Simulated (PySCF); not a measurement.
Ga(F)(Br)(Me) (CH3BrFGa), SMILES [F][Ga]([CH3])[Br].

The structure is a stationary point at B3LYP-D3(BJ)/def2-SVP.

Calculation: PBE/def2-TZVP (PySCF).

Symmetry labels are those of the subgroup Cs that the program uses (full group Cs).

List the valence orbital energies around the gap with their symmetry. (An estimate is asked for; the answer gives what the named calculation found.)


```tsv
orbital	symmetry	energy (eV)
HOMO−7	A'	-10.56
HOMO−6	A"	-10.51
HOMO−5	A'	-9.22
HOMO−4	A'	-9.14
HOMO−3	A"	-9.03
HOMO−2	A'	-7.86
HOMO−1	A"	-7.45
HOMO	A'	-7.19
LUMO	A'	-1.90
LUMO+1	A"	-1.89
LUMO+2	A'	0.49
LUMO+3	A'	0.66
```
